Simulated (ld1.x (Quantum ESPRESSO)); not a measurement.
# V, RRKJ: configuration errors across variants

- Element: V
- Generator: ld1.x (Quantum ESPRESSO) 7.5
- Type: norm-conserving RRKJ (Kleinman–Bylander form)
- Functional: PBE
- Relativity: scalar-relativistic
- Frozen core: [Ne]
- Valence charge: 13
- Reference configuration: 3s2 3p6 3d3 4s1 4p0 (charge +1)
- Partial waves: 3s (bound): rc 1.15 bohr; 3d (bound): rc 2.40 bohr; 3p (bound): rc 1.25 bohr
- Local potential: the p channel
- Core correction: none

Occupied shells without a wave of their own: 4s. They enter only through the test configuration that unscreens the potential.

All-electron excitation energies from the reference (eV): (1) 3s2 3p6 3d3 4s2 4p0 -7.735; (2) 3s2 3p6 3d3 4s0 4p0 14.296; (3) 3s2 3p6 3d2 4s0 4p0 43.194; (4) 3s2 3p6 3d3 4s1.5 4p0 -4.643; (5) 3s2 3p6 3d2 4s2 4p0 3.240; (6) 3s2 3p5 3d3 4s2 4p0 43.212; (7) 3s2 3p6 3d3.5 4s1.5 4p0 -7.680.

For the base: The 4s level has no wave, so the channel is fitted at the deeper level alone: the likely source of the large errors.

3 further variants failed, have other tests or too few solved ones, and are left out.

The file “wave 3s (bound): rc 1.15 bohr becomes 3s (bound): rc 1.52 bohr” misses its own reference levels by 0.4 eV. The file “wave 3s (bound): rc 1.15 bohr becomes 3s (bound): rc 1.62 bohr” misses its own reference levels by 0.5 eV.

Errors AE − PS in meV (a dash: test not solved or not reliable):

```tsv
change	(1)	(2)	(3)	(4)	(5)	(6)	(7)	bound ghosts
base	+46	-91	+150	+26	+411	-297	+29	none
wave 3s (bound): rc 1.15 bohr becomes 3s (bound): rc 0.72 bohr	+61	-119	+107	+35	+439	-257	+36	none
wave 3s (bound): rc 1.15 bohr becomes 3s (bound): rc 1.18 bohr	+52	-103	+132	+30	+423	-281	+32	none
wave 3s (bound): rc 1.15 bohr becomes 3s (bound): rc 1.26 bohr	+85	-162	+42	+49	+480	-201	+46	none
wave 3s (bound): rc 1.15 bohr becomes 3s (bound): rc 1.44 bohr	+197	-362	-267	+114	+678	+71	+96	none
wave 3s (bound): rc 1.15 bohr becomes 3s (bound): rc 1.52 bohr	+266	-486	-458	+154	+799	+232	+127	none
wave 3s (bound): rc 1.15 bohr becomes 3s (bound): rc 1.62 bohr	+393	-714	-808	+227	+1019	+517	+184	none
```

Task: Give the same row for: wave 3s (bound): rc 1.15 bohr becomes 3s (bound): rc 1.72 bohr.

Result: +486, -882, -1064, +281, +1178, +718, +225; bound ghosts: none.
